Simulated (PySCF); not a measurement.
Run record: geometry optimisation, `C#[C][GeH2][NH][GeH3]`.

Method: PBE0-D3(BJ)/def2-SVP geometry optimisation, gas phase (PySCF 2.14.0). Start geometry: GFN2-xTB. The command runs a driver script over a list of jobs; the input below is this job's line of settings and its coordinates in Å.

Command:
```bash
OMP_NUM_THREADS=1 python probes_run.py task.json out
```

Input:
```
{"job": {"xc": "PBE0", "basis": "def2-SVP", "d3": "d3bj", "grid": 1, "shake": 0.01, "kind": "geom"}, "charge": 0, "multiplicity": 1}
C      2.573810     1.429770     0.440490
C      1.931390     0.509020     0.008810
Ge     0.843260    -0.943790    -0.599370
N     -0.715740    -0.995250     0.252560
Ge    -2.024300     0.283270     0.090070
H      3.109380     2.278510     0.790170
H      0.597260    -0.763880    -2.050730
H      1.576390    -2.230570    -0.287510
H     -0.723490    -1.437520     1.181650
H     -1.639850     1.593980     0.749390
H     -2.241810     0.497440    -1.352680
H     -3.246620    -0.249240     0.768130
```

Output:
```
step   0  E = -4287.80840948  max force = 0.023936
step   1  E = -4287.81289438  max force = 0.013349
step   2  E = -4287.81385081  max force = 0.005794
step   3  E = -4287.81395156  max force = 0.004928
step   4  E = -4287.81415260  max force = 0.003546
step   5  E = -4287.81424813  max force = 0.001565
step   6  E = -4287.81429454  max force = 0.001141
step   7  E = -4287.81432099  max force = 0.000475
step   8  E = -4287.81432713  max force = 0.000115
optimisation converged
```

Energies in Eh; «max force» is the largest Cartesian gradient component in Eh/bohr.

Problem. Give the first gradient maximum in eV/Å.

Solution. With 1 Eh/bohr = 51.422 eV/Å, 1.231 eV/Å.

Problem. How much energy does the optimisation release, in kcal/mol?

Solution. E(step 0) − E(last step) = 0.005918 Eh, which is 3.7 kcal/mol.

In short: final energy -4287.81433 Eh after 8 steps; dipole 0.74 D.

Problem. Give the final coordinates.

Solution. 0.159 Å rms from the input after alignment:
```
atom  x, y, z in Å
C1     2.7117    1.4332    0.2883
C2     1.9987    0.5076   -0.0529
Ge3    0.8398   -0.9259   -0.5681
N4    -0.7168   -0.9279    0.3908
Ge5   -2.1077    0.2520    0.1516
H6     3.3440    2.2502    0.5879
H7     0.4734   -0.7307   -2.0456
H8     1.5783   -2.2479   -0.3107
H9    -0.6227   -1.2827    1.3388
H10   -1.8817    1.6082    0.8577
H11   -2.2263    0.4781   -1.3653
H12   -3.3860   -0.3979    0.7145
```

Problem. How long does this job take on one thread of an Arm Neoverse N1, on a shared host? And the peak memory of the process?

Solution. About 2.8 min, with 0.54 GiB resident at the peak, the Python interpreter and its libraries included.
Labels such as C1 count atoms from 1, the log's own numbers from 0.
